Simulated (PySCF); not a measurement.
B3LYP has the VWN-RPA correlation part, as in Gaussian. Excitations are Tamm–Dancoff values on a coarser integration grid. The basis has no diffuse functions, so Rydberg states are missing or too high.

Cl3In, SMILES `[Cl][In]([Cl])[Cl]` (charge 0, multiplicity 1)

These are B3LYP-D3(BJ)/def2-TZVP // B3LYP-D3(BJ)/def2-SVP (PySCF) values and carry that method's errors.

```yaml
HOMO: -9.14 eV
dipole_moment: 0.00 D
HOMO–LUMO gap: 5.58 eV
LUMO: -3.56 eV
S1 excitation (TDA): 4.51 eV
S1 oscillator strength: 0.000
T1 excitation (TDA): 4.18 eV
S1–T1 gap (TDA): 0.33 eV
vertical ionisation energy (Delta-SCF): 11.25 eV
total_energy: -1571.0488 Ha
cost: very roughly 80 core-seconds
```

Bond lengths (Å): Cl1–In2 2.337, In2–Cl3 2.337, In2–Cl4 2.337. Angles (°): Cl1–In2–Cl3 120.0, Cl1–In2–Cl4 120.0, Cl3–In2–Cl4 120.0.
